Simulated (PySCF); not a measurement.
MgCl, SMILES [Mg+][Cl], charge +1.

Coordinates come from a PBE0-D3(BJ)/def2-TZVPD optimisation. The spin state was assumed, not searched.

Two levels are set side by side: TDDFT-PBE/def2-TZVPD (PySCF) and TDDFT-B3LYP/def2-TZVPD (PySCF). Vertical, same geometry. The lowest singlet is HOMO→LUMO 100 % with PBE and HOMO→LUMO 100 % with the other functional; states are paired by order. Differences are taken from unrounded values.

| quantity | TDDFT-B3LYP | TDDFT-PBE | TDDFT-PBE minus TDDFT-B3LYP |
|---|---|---|---|
| lowest singlet excitation (eV) | 2.63 | 2.38 | -0.24 |
| lowest triplet excitation (TDA) (eV) | 2.43 | 2.19 | -0.24 |
| first bright state (f over 0.05) (eV) | 4.66 | 4.52 | -0.14 |
| its oscillator strength | 0.15 | 0.15 | -0.01 |

Functionals without exact exchange tend to place singlet excitations lower, as here. Differences between two approximate levels are no errors against the true value.

Rough cost on one machine, each run with all the roots and properties that it gave: TDDFT-B3LYP against TDDFT-PBE about 2 times.
